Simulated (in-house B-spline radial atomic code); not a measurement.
## Ionising Nb5+ with different functionals

Computed with a B-spline radial code for spherical atoms: scalar-relativistic (spin-free X2C) Hamiltonian, Fermi nucleus of rms radius 4.324 fm, spin-polarised at highest spin, spherical fractional occupations for the functionals, the average over the highest-spin determinants for Hartree-Fock. The ionisation energy is the difference of two self-consistent energies, [Ar] 3d10 4s2 4p6 → [Ar] 3d10 4s2 4p5, without Breit or QED terms; ε is the level of the shell that loses the electron (its least bound occupied spin orbital). There is no spin-orbit coupling in this Hamiltonian.

Hybrids are left out here: with spherical fractional occupations of an open shell their exact exchange keeps a self-interaction that integer-occupation calculations don't have.

```tsv
method	rung	ΔSCF (eV)	-ε(4p) (eV)
Hartree-Fock	Hartree-Fock	101.68	102.42
LDA VWN5	LDA	102.66	94.11
LDA PW92	LDA	102.65	94.11
LDA exchange-only	LDA	100.79	92.32
PBE	GGA	102.46	93.98
PBEsol	GGA	?	?
BLYP	GGA	102.26	93.76
RPBE	GGA	102.43	93.96
PW91	GGA	102.57	94.07
BP86	GGA	102.58	94.07
AM05	GGA	?	?
OLYP	GGA	102.72	94.29
TPSS	meta-GGA	102.70	94.26
SCAN	meta-GGA	103.17	94.84
r2SCAN	meta-GGA	103.13	94.78
revTPSS	meta-GGA	102.72	94.29
```

**Question.** What does PBEsol give?

**Answer.** ΔSCF 102.46 eV, and -ε(4p) = 93.96 eV.

**Question.** What does AM05 give?

**Answer.** ΔSCF 102.47 eV, and -ε(4p) = 93.96 eV.

**Question.** How do they compare with the NIST value?

**Answer.** NIST lists 102.07 eV ± 0.006 (semi-empirical, ground level to ground level). Errors run from -1.28 to +1.10 eV; BLYP is closest (+0.19 eV), but part of that can be cancellation, since the calculations leave out spin-orbit coupling, Breit-QED terms, multiplet and fine-structure energies. Hartree-Fock also lacks correlation.
